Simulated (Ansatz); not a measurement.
Ansatz (an electronic-structure program) input (CCSD(T)/aug-cc-pV(D+d)Z):
A basis named .json is the Basis Set Exchange file of that set.

Ansatz 0.2 input:
```yaml
crystal:
  periodic: [false, false, false]
  atoms:
    - {symbol: Si, position_ang: [-0.11497542, -0.00336820, 0.01862758]}
    - {symbol: F, position_ang: [0.50704736, 1.40902244, -0.50096627]}
    - {symbol: F, position_ang: [0.50017936, -1.11519749, -0.99978179]}
    - {symbol: F, position_ang: [0.92019764, -0.25336717, 1.26947638]}
    - {symbol: C, position_ang: [-1.83406551, -0.02821823, 0.16804886]}
    - {symbol: H, position_ang: [-2.36394438, 0.82321874, 0.58344988]}
    - {symbol: H, position_ang: [-2.36882582, -0.97087466, 0.22891593]}
basis:
  gaussian:
    orbitals: aug-cc-pV_D+d_Z.json
total_charge: -1
magnetization: {spin_polarized: false}
correlation: {method: ccsd_t, electrons: outside_noble_gas}
output: {forces: true}
```

End of the output:

```
mean field -17048.66068895 eV, -626.5267243217 hartree, gradient 4.0e-6 eV, S^2 0.000000; 0 other end points of the search recorded, 0 dependent functions left out
9 core orbitals not correlated
reference -17048.66068895 eV, -626.5267243217 hartree; 16, 16 occupied and 117, 117 virtual orbitals, 1381 factors
densities: 4.99 GiB planned
second order -23.76112487 eV of doubles, -0.00000000 eV of singles
coupled cluster: 1.92 GiB planned
cycle   1  -23.65928984 eV  change    1.0e-1 eV  update   1.1e-1
cycle   2  -24.14907335 eV  change   -4.9e-1 eV  update   3.1e-2
cycle   3  -24.27129958 eV  change   -1.2e-1 eV  update   1.6e-2
cycle   4  -24.26384397 eV  change    7.5e-3 eV  update   3.0e-3
cycle   5  -24.26056615 eV  change    3.3e-3 eV  update   1.3e-3
cycle   6  -24.26103677 eV  change   -4.7e-4 eV  update   4.2e-4
cycle   7  -24.26110692 eV  change   -7.0e-5 eV  update   1.7e-4
cycle   8  -24.26101401 eV  change    9.3e-5 eV  update   7.1e-5
cycle   9  -24.26101212 eV  change    1.9e-6 eV  update   3.3e-5
cycle  10  -24.26103537 eV  change   -2.3e-5 eV  update   1.4e-5
cycle  11  -24.26102409 eV  change    1.1e-5 eV  update   6.7e-6
cycle  12  -24.26102449 eV  change   -4.0e-7 eV  update   3.6e-6
perturbative correction -0.65793187 eV, -0.0241785503 hartree
the calculation of the forces begins
0.82 GiB of device memory are held for the factors and their scratch space
Total energy: -17073.57964531 eV, -627.4424790773 hartree
Atom 0 at    -0.114975    -0.003368     0.018628 Å, force    -0.334721    -0.019113     0.101331 eV/Å
Atom 1 at     0.507047     1.409022    -0.500966 Å, force     0.300817     0.637470    -0.221456 eV/Å
Atom 2 at     0.500179    -1.115197    -0.999782 Å, force     0.297703    -0.506886    -0.447594 eV/Å
Atom 3 at     0.920198    -0.253367     1.269476 Å, force     0.452935    -0.100178     0.500709 eV/Å
Atom 4 at    -1.834066    -0.028218     0.168049 Å, force    -0.210569     0.028388    -0.140754 eV/Å
Atom 5 at    -2.363944     0.823219     0.583450 Å, force    -0.251829     0.440773     0.194905 eV/Å
Atom 6 at    -2.368826    -0.970875     0.228916 Å, force    -0.254336    -0.480452     0.012860 eV/Å
Dipole moment:     0.508962    -0.007258     0.029723 e Å
```

It need not be the lowest isomer of its formula. Whether it binds its extra electron was not tested at this geometry.
